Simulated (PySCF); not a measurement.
Sn(NH2)2.
SMILES: `[NH2][Sn][NH2]`

A linear-response calculation (PySCF, def2-SVPD basis, gas phase, vertical, core orbitals frozen in the response) gave these numbers; the functional is withheld.

Orbital energies (eV): HOMO-3 -11.39, HOMO-2 -9.02, HOMO-1 -8.26, HOMO -8.07, LUMO -0.32, LUMO+1 0.96, LUMO+2 1.18.

| state | E (eV) | f | main configurations (H = HOMO, L = LUMO) |
| --- | --- | --- | --- |
| S1 | 4.84 | 0.084 | H-1→L (76%), H→L (22%) |
| S2 | 4.85 | 0.052 | H→L (74%), H-1→L (22%) |
| S3 | 5.79 | 0.043 | H-2→L (76%), H→L+1 (17%) |
| S4 | 5.79 | 0.043 | H→L+1 (76%), H-2→L (17%) |
| S5 | 6.01 | 0.0000 | H→L+2 (74%), H-2→L+1 (12%), H→L+3 (10%) |
| S6 | 6.52 | 0.452 | H-1→L+1 (95%) |

Triplets, Tamm–Dancoff:

```tsv
state	E (eV)	λ (nm)	main configurations (H = HOMO, L = LUMO)
T1	3.47	357.4	H-1→L (98%)
T2	3.85	322.1	H→L (97%)
T3	4.65	266.6	H-2→L (96%)
T4	5.13	241.8	H-1→L+1 (94%)
```

Vertical ionisation energy by ΔSCF with the same functional: 8.82 eV. Mean static polarisability: 61.1 au.

Question: Name the functional.
A. HF
B. CAM-B3LYP
C. B3LYP
D. PBE

Answer: B. CAM-B3LYP is range-separated, 19% exact exchange at short range and 65% at long range (ω = 0.33 bohr⁻¹). In this run −ε(HOMO) = 8.07 eV differs from the ΔSCF value by -0.76 eV, and S1 differs from the orbital gap of 7.74 eV by -2.91 eV. The ratio −ε(HOMO)/IP is 0.91. Small neutral molecules mostly give 0.85 to 0.93 with CAM-B3LYP, 0.5 to 0.7 with PBE, 0.67 to 0.83 with B3LYP; with Hartree–Fock the ratio is 1 or more (Koopmans' value less the relaxation energy is the ΔSCF value).

The calculation used TDDFT CAM-B3LYP/def2-SVPD, vertical, gas phase, core orbitals frozen in the response, def2 core potentials past Kr in PySCF. One conformer (not necessarily the lowest) at the PBE0-D3(BJ)/def2-SVP geometry, without solvent, vibrations or thermal averaging. Spin–orbit coupling is left out.
